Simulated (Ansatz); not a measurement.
```tsv
atom	x (Å)	y (Å)	z (Å)
C	0.0151	-0.0359	-0.6133
O	0.0184	-0.0262	0.4451
```

Basis set: aug-cc-pVDZ (spherical functions). Left uncorrelated: 2 orbitals. Charge 0, multiplicity 1.

Computed with Ansatz (development build ahead of 0.2.0); each method stands on the lowest determinant of its kind that the runs found. Restricted open shells among the atoms or ions are ROHF, correlated in semicanonical orbitals with singles.

The atomization energy at this shape (free ground-state atoms in the same class of orbitals less the molecule, no zero-point energy) of singlet CO:

| method | atomization energy |
| --- | --- |
| RHF | 717.1 kJ/mol |

Problem. What does RHF-MP2 give?

Solution. 1014.2 kJ/mol.
